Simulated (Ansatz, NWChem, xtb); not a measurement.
**Ligand exchange: CH3Cl + KCl → Cl2 + CH3K**

Gas-phase species: CH3Cl (chloromethane) `CCl`, singlet; KCl, singlet; Cl2, singlet; CH3K `[CH3][K]`, singlet. The partners trade CH3 for Cl: Cl–CH3 and K–Cl bonds give way to Cl–Cl and K–CH3.

Shapes, held fixed at every level: PBE0-D4/def2-TZVP. Programs: Ansatz 0.2.0, NWChem 7.3.0, xtb 6.7.1. A level may come from different programs for different species; with the same settings they agree closely. The zero-point and thermal change to 298 K, harmonic and unscaled (PBE0-D4/def2-TZVP), is -12.0 kJ/mol.

| level | kind | ΔH(298 K) (kJ/mol) | less CCSD(T)/def2-TZVPP |
| --- | --- | --- | --- |
| GFN1-xTB | semi-empirical | +391.3 | -11.3 |
| HF/def2-SVP | Hartree–Fock | +465.8 | +63.2 |
| r2SCAN-D4/def2-TZVPP | meta-GGA | +409.5 | +6.9 |
| BHLYP-D4/def2-TZVPP | global hybrid | +421.2 | +18.6 |
| PBE0-D4/def2-TZVPP | global hybrid | +400.2 | -2.4 |
| wB97X-V/def2-TZVPP | range-separated hybrid | +414.4 | +11.8 |
| CCSD/def2-TZVPP | coupled cluster or CI | +410.9 | +8.3 |
| CCSD(T)/def2-TZVPP | coupled cluster or CI | +402.6 | 0.0 |

The highest level, CCSD(T)/def2-TZVPP, gives ΔH(298 K) = +402.6 kJ/mol; the levels span +391.3 to +465.8. The column of differences is taken from that level and isn't an error. No measured value is set beside it here. Outer-core shells of K are correlated, in sets that cover them unevenly. Sets without diffuse functions underbind ionic bonds of s-block metals.
